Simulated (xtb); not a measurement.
xtb input:

```bash
xtb mol.xyz --gfn 2 --ohess tight --chrg 0 --uhf 0
```
mol.xyz:
```
2

Ga     0.49237461     0.17729298    -0.80007788
H     -0.55882790    -0.15972421     0.79063486
```

Problem. Predict the final energy.

Solution. -1.68298 Eh (GFN2-xTB).
